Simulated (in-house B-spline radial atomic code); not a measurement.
# Two electrons outside the [Ar] 3d10 core: the rubidium ion Rb⁷⁺

Computed with a B-spline radial code for spherical atoms: configuration interaction (CI) of the two valence electrons in the field of the frozen Dirac-Fock core, alone and with many-body perturbation theory for the core (screened one- and two-electron correlation potentials), Breit and QED terms; no-pair Dirac Hamiltonian, finite nucleus. Labels give the configuration (outer n counted up each series) and the leading LS term, or the jj pair where no LS term holds 70 %.

Command:
```bash
python run_mb.py task.json out
```
Settings (nuclear radius in fm, box in bohr, cutoff in hartree):
```
basis_form          3
Z                   37
core_configuration  [Ar] 3d10
rms_radius          4.2036
mass_number         85
speed_of_light      137.036
box_radius          10.0
lmax                6
intervals           62
virtual_cutoff      2738.0
```

Cost of the run: 42 s on 1 thread of AMD EPYC 9R45 (shared host).

Excitation energies (eV):

| level | purity of the LS term | CI alone | CI + MBPT + Breit + QED | Landé g of the LS mixture |
| --- | --- | --- | --- | --- |
| 4s2 1S0 | 1.0 | 0 | 0 | - |
| 4s4p 3P°0 | 1.0 | 15.841 | 16.243 | - |
| 4s4p 3P°1 | 0.991 | ? | ? | ? |
| 4s4p 3P°2 | 1.0 | 17.267 | 17.685 | 1.50 |
| 4s4p 1P°1 | 0.991 | 23.811 | 23.624 | 1.00 |
| 4p2 3P0 | 0.961 | 37.74 | 37.97 | - |
| 4p2 3P1 | 1.0 | ? | ? | ? |
| 4p2 (1/2,3/2)2 | 0.651 (1D) | 38.349 | 38.797 | 1.18 |
| 4p2 (3/2,3/2)2 | 0.65 (3P) | 39.754 | 40.118 | 1.33 |
| 4p2 1S0 | 0.96 | 44.604 | 44.713 | - |
| 4s4d 3D1 | 1.0 | 48.641 | 49.051 | 0.50 |
| 4s4d 3D2 | 0.999 | 48.717 | 49.126 | 1.17 |

Task: Where does 4s4p 3P°1 lie?

Result: 16.26 eV in CI alone and 16.66 eV with all corrections; g = 1.50.

Task: Where does 4p2 3P1 lie?

Result: 38.457 eV in CI alone and 38.709 eV with all corrections; g = 1.50.

Task: What is the first ionisation energy?

Result: 132.74 eV to the 4s1/2 state of the next ion (131.68 eV from CI alone). NIST lists 132.79 ± 0.25 eV (semi-empirical).

Some electric-dipole lines (reduced elements in atomic units, length form; vacuum wavelengths from the computed energies):

```json
{"upper": "4s4p 1P°1", "lower": "4s2 1S0", "D bare (size)": "1.73", "D with core polarisation (size)": "1.62", "λ (nm)": "52.483", "A (s⁻¹)": "1.2e+10"}
{"upper": "4s4d 3D1", "lower": "4s4p 3P°0", "D bare (size)": "1.14", "D with core polarisation (size)": "1.08", "λ (nm)": "37.791", "A (s⁻¹)": "1.5e+10"}
```

Weak lines are less accurate than strong ones.
